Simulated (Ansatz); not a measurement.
Cartesian coordinates in Å:
```
C 1.3405 -1.5272 0.6851
O 0.6304 -1.3533 -0.5048
Al -0.4288 -0.2391 -1.1692
F -0.9809 -0.5591 -2.6877
Si -1.1753 1.7796 -0.0272
H 2.4135 -1.5799 0.4763
H 1.0438 -2.4651 1.1647
H 1.1725 -0.7116 1.3996
H -0.5423 1.8942 1.3160
H -0.8207 2.9947 -0.8109
H -2.6526 1.7669 0.1582
```

Charge 0, multiplicity 1.

Q: List the ωB97M-V/def2-TZVPP orbital energies in eV (Ansatz 0.2.0). (Estimate.)

A: Ansatz gave: Occupied: -1806.87, -1532.47, -676.52, -525.86, -282.78, -148.00, -117.07, -102.11, -102.11, -102.11, -76.72, -76.57, -76.56, -34.68, -30.71, -21.76, -17.91, -16.31, -15.31, -15.21, -14.99, -14.09, -13.97, -12.25, -12.23, -11.45, -10.88, -10.09. Lowest empty: 0.53, 1.20, 1.68, 2.72, 3.04, 3.12, 3.45, 4.18.
